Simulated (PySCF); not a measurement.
Cost of one run: spin–spin coupling job, `C1=CCP(C2CC2)C1`.

Method: LC-wPBE/pcSseg-0 indirect spin-spin coupling, non-relativistic, gas phase (PySCF 2.14.0, density-fitted response routines). Geometry: GFN2-xTB. Work: spin–spin couplings from 19 perturbed nuclei, spin–dipole term for 1 of them, density fitting. A driver script takes a list of jobs; this job's settings line and coordinates (Å) are shown.

Command:
```bash
OMP_NUM_THREADS=1 python probes_run.py task.json out
```

Input:
```
{"job": {"kind": "j", "xc": "LC-wPBE", "basis": "pcSseg-0", "scf": {"aux": "def2-universal-jkfit"}}, "charge": 0, "multiplicity": 1}
C     -1.994072     1.095888     0.022332
C     -2.252749    -0.177238     0.260814
C     -1.395360    -1.180189    -0.446705
P      0.048322    -0.225707    -1.156213
C      1.029949    -0.135676     0.398437
C      2.162468    -1.105650     0.578182
C      2.453808     0.333304     0.309672
C     -0.872438     1.386587    -0.925922
H     -2.549469     1.917662     0.448207
H     -3.046352    -0.524716     0.904656
H     -1.034037    -1.971646     0.214543
H     -1.955175    -1.660460    -1.256168
H      0.463198     0.142770     1.282850
H      2.351200    -1.495022     1.567845
H      2.354131    -1.816519    -0.212749
H      2.844095     0.940658     1.113046
H      2.841095     0.596755    -0.664072
H     -0.193377     2.159544    -0.557055
H     -1.265040     1.728905    -1.889164
```

Hardware: Arm Neoverse V2, one thread, shared host with 96 logical CPUs at a one-minute load of 38. PySCF's memory limit was set to 1200 MB.

**Question.** How large is the basis?

**Answer.** 98 functions for 68 electrons, with 851 fitting functions; the fitted three-index integrals, 851 × 98 × 99/2 numbers of 8 bytes, come to 31 MiB.

**Question.** Estimate the wall time.

**Answer.** About 21 s. The SCF took 9 cycles.

**Question.** Estimate the peak memory.

**Answer.** About 0.61 GiB. Peak memory is the resident size of the whole Python process, interpreter and libraries included.

**Question.** At this speed, how long would 20000 such jobs take on 32 cores, one job a core?

**Answer.** 20000/32 gives 625 rounds of 21 s, about 3.6 h of wall time and 120 core-hours, if the jobs don't slow each other.

The SCF part of the output:
```
final grid: 149480 points
cycle   1  E = -613.3669945094  dE =  1.698e+00  |g| = 2.361e-01  |ddm| = 4.521e+00
cycle   2  E = -613.3920208764  dE = -2.503e-02  |g| = 6.787e-02  |ddm| = 7.818e-01
cycle   3  E = -613.3934051400  dE = -1.384e-03  |g| = 3.931e-02  |ddm| = 2.174e-01
cycle   4  E = -613.3938243126  dE = -4.192e-04  |g| = 4.683e-03  |ddm| = 5.963e-02
cycle   5  E = -613.3938335383  dE = -9.226e-06  |g| = 1.545e-03  |ddm| = 1.635e-02
cycle   6  E = -613.3938343520  dE = -8.137e-07  |g| = 4.929e-04  |ddm| = 4.078e-03
cycle   7  E = -613.3938344417  dE = -8.968e-08  |g| = 7.498e-05  |ddm| = 1.438e-03
cycle   8  E = -613.3938344448  dE = -3.143e-09  |g| = 3.635e-05  |ddm| = 3.298e-04
cycle   9  E = -613.3938344453  dE = -4.684e-10  |g| = 6.128e-06  |ddm| = 8.961e-05
converged SCF energy = -613.3938344453
```

The host was shared with other jobs, so the times are rough.
